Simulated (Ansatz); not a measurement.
Basis sets compared for Si(PMe2)H3 (C2H9PSi). The state is a singlet with charge 0. Geometry PBE-D4/def2-SVP. Ansatz on 4 threads of Intel Xeon on a shared host; times are rough, and most runs start from earlier orbitals.

```xyz
13

Si   -1.8178    0.2300   -0.2636
P    -0.0057   -0.4855    0.9097
C     0.9835    1.1083    0.8845
C     0.8580   -1.4199   -0.4687
H     1.0900    1.5526   -0.1268
H     1.9957    0.9016    1.2878
H     0.5021    1.8491    1.5534
H     0.9688   -0.8356   -1.4055
H     1.8669   -1.7152   -0.1158
H     0.2958   -2.3489   -0.6891
H    -2.6142    1.1880    0.5835
H    -2.6883   -0.9526   -0.6003
H    -1.4348    0.9279   -1.5492
```

Binding counts from free atoms (Si triplet, P quartet, C triplet, H doublet) in the same basis, without a counterpoise term.

| level | functions | energy (Eh) | HOMO (eV) | LUMO (eV) | binding per atom (eV) | wall time |
| --- | --- | --- | --- | --- | --- | --- |
| HF/STO-3G | 37 | -702.5849 | -6.66 | 10.45 | 3.46 | 0.26 s |
| HF/6-31G | 62 | -710.4884 | -9.03 | 3.52 | 2.37 | 0.56 s |
| HF/def2-TZVP | 190 | -710.6949 | -9.09 | 3.17 | 2.62 | 1.9 s |
| PBE-D4/def2-SVP | 109 | -711.7881 | -5.48 | -0.19 | 3.53 | 1.2 s |
| PBE-D4/def2-TZVP | 190 | -712.0996 | -5.56 | -0.56 | 3.53 | 2.2 s |
| r2SCAN-D4/def2-TZVP | 190 | -712.4175 | -5.75 | -0.22 | 3.50 | 3.4 s |
| PBE0-D4/def2-SVP | 109 | -711.8699 | -6.59 | 0.64 | 3.50 | 1.4 s |
| PBE0-D4/def2-TZVP (with forces) | 190 | -712.1761 | -6.63 | 0.25 | 3.50 | 4.8 s |

(1) Estimate the rows for PBE-D4/def2-TZVPD, r2SCAN-D4/def2-TZVPD, PBE0-D4/def2-TZVPD.

Results:

(1) 
| level | functions | energy (Eh) | HOMO (eV) | LUMO (eV) | binding per atom (eV) | wall time |
| --- | --- | --- | --- | --- | --- | --- |
| PBE-D4/def2-TZVPD | 241 | -712.1006 | -5.59 | -0.75 | 3.53 | 2.9 s |
| r2SCAN-D4/def2-TZVPD | 241 | -712.4182 | -5.76 | -0.33 | 3.50 | 4.5 s |
| PBE0-D4/def2-TZVPD | 241 | -712.1769 | -6.64 | 0.00 | 3.50 | 4 s |
